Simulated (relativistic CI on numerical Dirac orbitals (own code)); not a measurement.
Electric-dipole lines of Zn³⁺

Computed by Dirac-Coulomb-Breit CI, orbitals from a KLI potential per configuration, model QED, valence Slater integrals scaled by 0.85, P86 correlation energy added to each configuration (own radial code, finite nucleus).

Configuration list (outside the closed core [Ne] 3s2): 3p⁶3d⁹, 3p⁶3d⁸4s, 3p⁶3d⁸4p, 3p⁶3d⁸4d, 3p⁶3d⁸5s, 3p⁶3d⁷4s², 3p⁶3d⁸5p, 3p⁶3d⁸4f, 3p⁶3d⁸5d, 3p⁵3d¹⁰, 3p⁶3d⁸6s, 3p⁶3d⁷4s4p, 3p⁶3d⁸6p, 3p⁶3d⁸5f, 3p⁶3d⁸5g, 3p⁶3d⁸6d, 3p⁶3d⁷4p², 3p⁶3d⁷4s4d. Levels of other configurations are missing.

```
λ vac (Å)               Lower                    Upper   A (s⁻¹)  E lower (cm⁻¹)  E upper (cm⁻¹)
   254.78    3p⁶3d⁹ ²D5/2 [1]    3p⁶3d⁸4f ²D°5/2 [379]  3.23e+09               0          392499
   258.57    3p⁶3d⁹ ²D5/2 [1]    3p⁶3d⁸4f ²F°7/2 [328]  2.77e+09               0          386746
   260.10    3p⁶3d⁹ ²D3/2 [2]    3p⁶3d⁸4f ²F°5/2 [332]  4.18e+09            2673          387136
   261.35    3p⁶3d⁹ ²D5/2 [1]    3p⁶3d⁸4f ²F°7/2 [313]  2.40e+09               0          382632
   273.60    3p⁶3d⁹ ²D3/2 [2]    3p⁶3d⁸4f ²F°5/2 [250]  3.55e+09            2673          368165
   274.50    3p⁶3d⁹ ²D5/2 [1]    3p⁶3d⁸4f ²F°7/2 [216]  3.26e+09               0          364295
   375.70  3p⁶3d⁸4s ⁴F9/2 [3]  3p⁶3d⁷4s4p ⁴H°9/2 [366]  1.33e+09          125723          391894
   376.57  3p⁶3d⁸4s ⁴F9/2 [3]  3p⁶3d⁷4s4p ⁴F°9/2 [356]  1.20e+09          125723          391279
   396.03  3p⁶3d⁸4s ⁴F9/2 [3]  3p⁶3d⁷4s4p ⁴D°7/2 [297]  2.31e+09          125723          378228
   396.61  3p⁶3d⁸4s ⁴F7/2 [4]  3p⁶3d⁷4s4p ⁴D°5/2 [299]  2.47e+09          127309          379443
   399.13  3p⁶3d⁸4s ⁴F9/2 [3]  3p⁶3d⁷4s4p ⁴G°9/2 [282]  1.02e+09          125723          376267
   401.66  3p⁶3d⁸4s ⁴F9/2 [3]  3p⁶3d⁷4s4p ⁴F°9/2 [270]  1.44e+09          125723          374692
   403.42  3p⁶3d⁸4s ⁴F7/2 [4]  3p⁶3d⁷4s4p ⁴F°7/2 [271]  1.62e+09          127309          375187
   434.89    3p⁶3d⁹ ²D5/2 [1]     3p⁶3d⁸4p ²F°7/2 [55]  2.40e+09               0          229942
   435.68    3p⁶3d⁹ ²D5/2 [1]     3p⁶3d⁸4p ²D°3/2 [54]  2.37e+09               0          229526
   436.74    3p⁶3d⁹ ²D5/2 [1]     3p⁶3d⁸4p ²P°3/2 [52]  2.71e+09               0          228970
   437.81    3p⁶3d⁹ ²D3/2 [2]     3p⁶3d⁸4p ²F°5/2 [57]  2.67e+09            2673          231083
   437.92    3p⁶3d⁹ ²D3/2 [2]     3p⁶3d⁸4p ²P°1/2 [56]  5.35e+09            2673          231027
   441.90    3p⁶3d⁹ ²D3/2 [2]     3p⁶3d⁸4p ²P°3/2 [52]  1.79e+09            2673          228970
   449.13    3p⁶3d⁹ ²D5/2 [1]     3p⁶3d⁸4p ²D°5/2 [44]  2.15e+09               0          222652
   456.79    3p⁶3d⁹ ²D3/2 [2]     3p⁶3d⁸4p ²D°3/2 [42]  1.81e+09            2673          221591
   475.82    3p⁶3d⁹ ²D5/2 [1]     3p⁶3d⁸4p ²F°5/2 [36]  1.34e+09               0          210162
   481.01    3p⁶3d⁹ ²D5/2 [1]     3p⁶3d⁸4p ²D°5/2 [34]  2.40e+09               0          207896
   481.15    3p⁶3d⁹ ²D5/2 [1]     3p⁶3d⁸4p ²F°7/2 [33]  7.94e+08               0          207837
   482.75    3p⁶3d⁹ ²D3/2 [2]     3p⁶3d⁸4p ²D°3/2 [35]  2.56e+09            2673          209821
   1284.8  3p⁶3d⁸4s ⁴F9/2 [3]     3p⁶3d⁸4p ⁴F°9/2 [27]  7.92e+08          125723          203554
   1286.7  3p⁶3d⁸4s ⁴F7/2 [4]     3p⁶3d⁸4p ²G°9/2 [29]  2.46e+08          127309          205028
   1290.9  3p⁶3d⁸4s ⁴F7/2 [4]     3p⁶3d⁸4p ⁴F°7/2 [28]  6.38e+08          127309          204772
   1298.0  3p⁶3d⁸4s ⁴F5/2 [5]     3p⁶3d⁸4p ⁴F°5/2 [30]  6.96e+08          128715          205759
   1307.9  3p⁶3d⁸4s ⁴F3/2 [6]     3p⁶3d⁸4p ⁴F°3/2 [31]  1.01e+09          129671          206127
   1311.5  3p⁶3d⁸4s ⁴F7/2 [4]     3p⁶3d⁸4p ⁴F°9/2 [27]  3.86e+08          127309          203554
   1314.3  3p⁶3d⁸4s ⁴F3/2 [6]     3p⁶3d⁸4p ⁴F°5/2 [30]  4.34e+08          129671          205759
   1314.8  3p⁶3d⁸4s ⁴F5/2 [5]     3p⁶3d⁸4p ⁴F°7/2 [28]  5.18e+08          128715          204772
   1323.7  3p⁶3d⁸4s ⁴F9/2 [3]    3p⁶3d⁸4p ⁴G°11/2 [22]  1.22e+09          125723          201268
   1335.2  3p⁶3d⁸4s ⁴F9/2 [3]     3p⁶3d⁸4p ⁴G°9/2 [21]  4.42e+08          125723          200621
   1337.0  3p⁶3d⁸4s ⁴F7/2 [4]     3p⁶3d⁸4p ⁴G°7/2 [24]  5.39e+08          127309          202102
   1341.3  3p⁶3d⁸4s ⁴F5/2 [5]     3p⁶3d⁸4p ⁴G°5/2 [26]  4.20e+08          128715          203270
   1358.7  3p⁶3d⁸4s ⁴F3/2 [6]     3p⁶3d⁸4p ⁴G°5/2 [26]  6.87e+08          129671          203270
   1362.6  3p⁶3d⁸4s ⁴F5/2 [5]     3p⁶3d⁸4p ⁴G°7/2 [24]  5.54e+08          128715          202102
   1364.0  3p⁶3d⁸4s ⁴F7/2 [4]     3p⁶3d⁸4p ⁴G°9/2 [21]  5.60e+08          127309          200621
   1367.3  3p⁶3d⁸4s ⁴F3/2 [6]     3p⁶3d⁸4p ⁴D°1/2 [25]  1.06e+09          129671          202809
   1368.9  3p⁶3d⁸4s ⁴F5/2 [5]     3p⁶3d⁸4p ⁴D°3/2 [23]  9.61e+08          128715          201768
   1374.9  3p⁶3d⁸4s ⁴F7/2 [4]     3p⁶3d⁸4p ⁴D°5/2 [20]  9.82e+08          127309          200042
   1380.8  3p⁶3d⁸4s ²F7/2 [7]     3p⁶3d⁸4p ²G°9/2 [29]  8.82e+08          132608          205028
   1388.4  3p⁶3d⁸4s ⁴F9/2 [3]     3p⁶3d⁸4p ⁴D°7/2 [19]  1.01e+09          125723          197749
```

Terms are leading LS components. Brackets give the number of a level in order of energy, since labels repeat. The list gives strong lines, with weight on those to low levels, without lines whose two gauges differ by over a factor of 2.5, among the lowest 400 of 1457 levels, so that lines to higher ones, which can be the strongest, are missing, and without lines across small gaps between configurations, and without 201 lines that miss the measured interval by over 3.5 %, start from a term whose rates miss tabulated ones by over 60 %, have gauges far apart or, lacking measured levels, span too small a gap for the errors found; lines with a level outside our table were not tested and can miss by more. Levels whose partners in the same complex of configurations lie outside the list can be far off, and so can their lines. Rates are taken at the computed energies, electric ones in the length gauge.

For a near-neutral ion this model can misplace configurations by up to about 10,000 cm⁻¹ (more where the count of f electrons changes) and terms by 10 to 25 % of their spread. Rates follow the energies as ν³ (E1, M1) or ν⁵ (E2), so they and the lifetimes can be off by large factors. The fine structure of a lone outer electron comes out too small, for d and f at times inverted, and misplaced configurations move strength between like terms. 55 of the 58 excited levels that our extract of the measured tables holds in this range could be paired (the sources list more); they are missed by 3689 cm⁻¹ on average and 5909 at most, and levels without a partner can miss by more.

LS names give the leading component of a level, which can be under half, so a name can repeat, a term be missing and a line seem to break the LS rules.
